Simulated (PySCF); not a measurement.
NbF6, SMILES [F][Nb-]([F])([F])([F])([F])[F], charge -1, multiplicity 1.

Geometry: ωB97X-D3(BJ)/def2-SVPD. The multiplicity is an assumed one; other spin states were not compared. The isomer is the one that the SMILES or the coordinates give; other isomers of the formula were not compared. The def2 effective core potentials stand for the cores of Nb; spin–orbit coupling is left out.

Level of theory: PBE0/def2-SVPD (PySCF).

Gas-phase values at a fixed geometry.

```
Item                                                              Result
------------------------------------------------  ----------------------
total energy                                          -655.51089 hartree
point group                                                           Oh
highest occupied level                                          -6.53 eV
lowest empty level                                               1.99 eV
orbital gap                                                      8.52 eV
dipole moment about the centre of nuclear charge                  0.00 D
mean static polarisability                          50.7 bohr³ (7.51 Å³)
polarisability, principal values                  50.7, 50.7, 50.7 bohr³
```
